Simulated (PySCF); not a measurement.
## Dipole response of Ga⁺ (gallium, charge +1)

[Ar] 3d10 4s2, closed-shell 1S. Calculation: PySCF 2.14, in aug-cc-pVTZ-PP with ECP10MDF (6s5p4d2f, 55 functions); a scalar-relativistic core potential. Coupled (time-dependent) response in atomic units; α is the mean over directions.

```tsv
method	mean α (bohr³)	C₆ (like pair)	S(−4)
UHF	21.14	109.9	218.1
PBE	17.54	85.86	144.8
PBE0	18.39	91.25	160.7
r2SCANh	18.17	93.60	143.7
wB97X-V	18.84	94.41	169.6
```

S(−4) is the Cauchy moment in α(ω) = α(0) + S(−4) ω² + …

α(iu) at PBE:

```json
{"u (hartree)": "0", "α(iu) (bohr³)": "17.54"}
{"u (hartree)": "0.0500", "α(iu) (bohr³)": "17.19"}
{"u (hartree)": "0.100", "α(iu) (bohr³)": "16.22"}
{"u (hartree)": "0.200", "α(iu) (bohr³)": "13.28"}
{"u (hartree)": "0.300", "α(iu) (bohr³)": "10.31"}
{"u (hartree)": "0.500", "α(iu) (bohr³)": "6.257"}
{"u (hartree)": "0.750", "α(iu) (bohr³)": "3.759"}
{"u (hartree)": "1.00", "α(iu) (bohr³)": "2.526"}
{"u (hartree)": "1.50", "α(iu) (bohr³)": "1.395"}
{"u (hartree)": "2.00", "α(iu) (bohr³)": "0.8926"}
{"u (hartree)": "3.00", "α(iu) (bohr³)": "0.4556"}
{"u (hartree)": "5.00", "α(iu) (bohr³)": "0.1823"}
```

For an ion, C₆ is the dispersion term alone; charge-induced terms of lower order in 1/R come first.

Energies and moments cover only the electrons outside the core potential.
